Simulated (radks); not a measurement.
Question: Species: Xe V. Configuration: [Kr] 4d10 5s2 5p2 (the NIST ground configuration). Method: scalar-relativistic Kohn-Sham, PBE, spin-polarised, spherical densities, point nucleus; open shells are filled with parallel spins first (spin-orbit coupling, left out, can overturn this in heavy ions); computed with a radial shooting solver on a logarithmic mesh with Libxc functionals. Some entries of the table are withheld. Estimate them.

orbital,occ.,eigenvalue (eV),r(max) (bohr),<r^2> (bohr^2)
1s up,1,-34421.60,0.01715,0.0009637
1s down,1,-34421.49,0.01715,0.0009637
2s up,1,-5397.217,0.09696,0.01549
2s down,1,-5397.169,0.09696,0.01549
2p up,3,-4847.670,0.07780,0.01228
2p down,3,-4847.582,0.07780,0.01228
3s up,1,-1141.637,0.2789,0.1073
3s down,1,-1141.547,0.2789,0.1072
3p up,3,-964.1638,0.2728,0.1074
3p down,3,-964.0609,0.2728,0.1074
3d up,5,-701.0637,0.2259,0.09325
3d down,5,-700.9655,0.2259,0.09324
4s up,1,-244.4128,0.6607,0.5789
4s down,1,-244.1916,0.6609,0.5785
4p up,3,-188.1593,0.6929,0.6639
4p down,3,-187.9220,0.6931,0.6625
4d up,5,-106.0881,0.7471,(1)
4d down,5,-105.7184,0.7469,(2)
5s up,1,-62.6544,1.569,3.266
5s down,1,-60.5677,1.556,3.252
5p up,2,-48.7501,1.761,4.190
5p down,0,-46.5700,1.752,4.229

Answer: 
(1) 4d up <r^2> (bohr^2): 0.8843
(2) 4d down <r^2> (bohr^2): 0.8755
